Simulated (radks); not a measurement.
Spherical quantum dot in the effective-mass picture: electrons in a hard-walled sphere of radius 1.45, with a point charge +1 (a donor) at the centre, all in effective atomic units (hartree* = m*/eps^2 hartree, bohr* = eps/m* bohr), one dielectric constant everywhere. Method: non-relativistic Kohn-Sham, PBE, spin-polarised, spherical densities; computed with a radial shooting solver with Libxc functionals. Levels are named by radial order and angular momentum (1s, 1p, 1d, 2s, ...), and open shells are averaged over m. Results are scaled to m* = 0.341 and eps = 14.8, for which hartree* = 42.36 meV and bohr* = 2.297 nm. Each electron was tried in the lowest free levels, single moves between levels near the top were tried too, and the lowest total energy was kept; such a search can miss a lower state. At N = 1 the Hartree and exchange-correlation terms need not cancel, so that row can carry a self-interaction error.

| N | open shells | 2S | E (meV) | mu = E(N) - E(N-1) (meV) | addition energy mu(N+1) - mu(N) (meV) | e(HOMO) (meV) | rms radius (nm) |
|---|---|---|---|---|---|---|---|
| 1 | 1s(up 1, down 0) | 1 | 23.5469 | 23.547 | 54.98 | 44.336 | 1.628 |
| 2 | none | 0 | 102.077 | 78.530 | 155.5 | 98.716 | 1.677 |
| 3 | 1p(up 1, down 0) | 1 | 336.060 | 233.98 | 37.70 | 252.40 | 1.821 |
| 4 | 1p(up 2, down 0) | 2 | 607.738 | 271.68 | 39.27 | 291.18 | 1.894 |
| 5 | 1p(up 3, down 0) | 3 | 918.681 | 310.94 | 52.48 | 330.79 | 1.942 |
| 6 | 1p(up 3, down 1) | 2 | 1282.10 | 363.42 | 36.98 | 381.55 | 1.977 |
| 7 | 1p(up 3, down 2) | 1 | 1682.50 | 400.40 | 38.37 | 419.46 | 2.005 |
| 8 | none | 0 | 2121.28 | 438.78 | 160.9 | 458.17 | 2.028 |
| 9 | 1d(up 1, down 0) | 1 | 2720.98 | 599.70 | 36.56 | 617.90 | 2.063 |
| 10 | 1d(up 2, down 0) | 2 | 3357.24 | 636.26 | 36.90 | 654.66 | 2.091 |
| 11 | 1d(up 3, down 0) | 3 | 4030.39 | 673.15 | 37.10 | 691.68 | 2.115 |
| 12 | 1d(up 4, down 0) | 4 | 4740.64 | 710.25 | 37.21 | 728.84 | 2.135 |
| 13 | 1d(up 5, down 0) | 5 | 5488.11 | 747.46 | 48.75 | 766.09 | 2.153 |
| 14 | 1d(up 5, down 1) | 4 | 6284.32 | 796.21 | 36.04 | 814.16 | 2.169 |
| 15 | 1d(up 5, down 2) | 3 | 7116.58 | 832.26 | 36.38 | 850.40 | 2.184 |
| 16 | 1d(up 5, down 3) | 2 | 7985.22 | 868.64 | 36.59 | 886.91 | 2.197 |
| 17 | 1d(up 5, down 4) | 1 | 8890.44 | 905.23 | 36.72 | 923.57 | 2.208 |
| 18 | none | 0 | 9832.39 | 941.95 | 110.8 | 960.34 | 2.219 |
| 19 | 2s(up 1, down 0) | 1 | 10885.1 | 1052.7 | 57.40 | 1076.1 | 2.211 |
| 20 | none | 0 | 11995.2 | 1110.1 | 87.75 | 1133.2 | 2.202 |
| 21 | 1f(up 1, down 0) | 1 | 13193.1 | 1197.9 | 35.59 | 1215.6 | 2.216 |
| 22 | 1f(up 2, down 0) | 2 | 14426.5 | 1233.5 | 35.67 | 1251.3 | 2.229 |
| 23 | 1f(up 3, down 0) | 3 | 15695.6 | 1269.1 | 35.72 | 1287.0 | 2.241 |
| 24 | 1f(up 4, down 0) | 4 | 17000.5 | 1304.8 | 35.77 | 1322.7 | 2.252 |
| 25 | 1f(up 5, down 0) | 5 | 18341.1 | 1340.6 | 35.80 | 1358.5 | 2.262 |
| 26 | 1f(up 6, down 0) | 6 | 19717.5 | 1376.4 | 35.82 | 1394.3 | 2.271 |
| 27 | 1f(up 7, down 0) | 7 | 21129.7 | 1412.2 | - | 1430.1 | 2.280 |

All shells are closed at N = 2, 8, 18, 20 (there: 1s2 1p6 1d10 2s2); the second difference of the energy has clear peaks (12 % above both neighbours; the first and last values, which can be the largest, are not judged, and half-filled shells can peak too) at N = 2, 5, 8, 13, 18, 20.
